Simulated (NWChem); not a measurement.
System: C3H2ClF; SMILES FC=C=CCl

NWChem input:

```
start job
memory heap 200 mb stack 900 mb global 1100 mb
geometry units angstroms noautosym nocenter noautoz
  F      0.489179    -2.647068    -0.262879
  C     -0.192810    -1.754229     0.448151
  C     -0.421781    -0.530143     0.044341
  C     -0.694312     0.695333    -0.316858
  Cl     0.319911     2.053866     0.041042
  H     -0.545984    -2.151368     1.406434
  H     -1.591901     0.966025    -0.882461
end
basis spherical
  * library def2-svp
end
dft
  xc pbe0
  iterations 150
end
cosmo
  do_cosmo_smd true
  solvent cychexan
end
task dft energy
```

Structure relaxed at the PBE0/def2-SVP level. Solvent: cyclohexane.

Level: PBE0/def2-SVP with SMD (1 M gas to 1 M solution), gas-phase geometry.

Predict the main results of this run. (PBE0/def2-SVP, SMD on the gas-phase geometry.) Quantities: solvation free energy (kcal/mol); cavity-dispersion-structure term (kcal/mol); dipole in solution (D).


| Quantity | Result |
|---|---|
| solvation free energy (kcal/mol) | -2.4 |
| cavity-dispersion-structure term (kcal/mol) | -0.8 |
| dipole in solution (D) | 1.70 |
